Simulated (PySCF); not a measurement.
# From computed data to an observable: dipole moment from atomic charges

Al(H)2(NHMe) (CH6AlN), SMILES C[NH][AlH2]. Atoms are numbered in the order given.

```xyz
9

Al     0.1172    -1.2272     0.0000
H     -0.9370    -2.4009     0.0000
H      1.6833    -1.4204     0.0000
N     -0.5050     0.4311     0.0000
C      0.2366     1.6844     0.0000
H     -1.5035     0.5866     0.0000
H      0.0204     2.2928    -0.8847
H      0.0204     2.2928     0.8847
H      1.3081     1.4777     0.0000
```

The structure is a stationary point at B3LYP-D3(BJ)/def2-TZVP.

Charges (e) from PySCF with ωB97X/def2-TZVPD:

```
atom     IAO  ESP fit
----  ------  -------
Al1    0.782    0.746
H2    -0.220   -0.268
H3    -0.224   -0.240
N4    -0.710   -0.623
C5    -0.284   -0.093
H6     0.257    0.277
H7     0.131    0.063
H8     0.131    0.063
H9     0.139    0.075
```

The dipole moment of the full density is 1.10 D.

Q: What dipole moment does each set of point charges give, and which comes closer to that of the density?

A: 
μ = Σ q r, and 1 e Å = 4.8032 D.
IAO: Σ q r = (0.013, 0.059, 0.000) e Å, |μ| = 0.29 D.
ESP fit: Σ q r = (-0.089, 0.206, 0.000) e Å, |μ| = 1.08 D.
ESP fit comes closer in size. Point charges leave out the atoms' own dipoles (lone pairs, polarised bonds); fits to the potential absorb them, partitions of the density don't.
